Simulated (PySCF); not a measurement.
Pt(OH) (HOPt), SMILES [Pt][OH] (connectivity only; charge and spin as stated), neutral, multiplicity 2.

Geometry optimised at B3LYP-D3(BJ)/def2-TZVPD. The spin state was assumed, not searched. The def2 effective core potentials stand for the cores of Pt; spin–orbit coupling is left out.

The numbers are results of TDA-M06-2X/def2-TZVPD in PySCF, not measurements.

Vertical excitations. Isolated molecule, no solvent.

**Question.** Estimate the UV-visible absorptions. (The exact figures need the calculation; the answer reports its results.)

**Answer.** 
| state | energy (eV) | λ (nm) | f | main pairs |
|---|---|---|---|---|
| root 1 | 0.37 | 3369 | 0.000 | β HOMO−3→LUMO 71 %, β HOMO−3→LUMO+1 23 % |
| root 2 | 0.43 | 2889 | 0.000 | β HOMO−2→LUMO 78 %, β HOMO−2→LUMO+1 18 % |
| root 3 | 0.43 | 2887 | 0.000 | β HOMO−1→LUMO 77 %, β HOMO−1→LUMO+1 18 % |
| root 4 | 1.49 | 832 | 0.000 | α HOMO→LUMO 48 %, β HOMO→LUMO+1 30 %, β HOMO→LUMO 11 % |
| root 5 | 2.01 | 616 | 0.000 | α HOMO−2→LUMO 46 %, β HOMO−3→LUMO+1 29 %, β HOMO−3→LUMO 11 % |
| root 6 | 2.24 | 554 | 0.000 | α HOMO−4→LUMO 9 %, β HOMO−1→LUMO+1 63 %, β HOMO−1→LUMO 15 % |
| root 7 | 2.24 | 553 | 0.000 | α HOMO−3→LUMO 9 %, β HOMO−2→LUMO+1 65 %, β HOMO−2→LUMO 16 % |
| root 8 | 2.37 | 524 | 0.012 | α HOMO→LUMO 41 %, β HOMO→LUMO+1 35 %, β HOMO→LUMO 13 % |
| root 9 | 2.58 | 480 | 0.013 | α HOMO−1→LUMO 81 % |
| root 10 | 2.74 | 453 | 0.000 | α HOMO−3→LUMO 85 %, β HOMO−2→LUMO+1 8 % |
Unrestricted roots are not spin-pure.
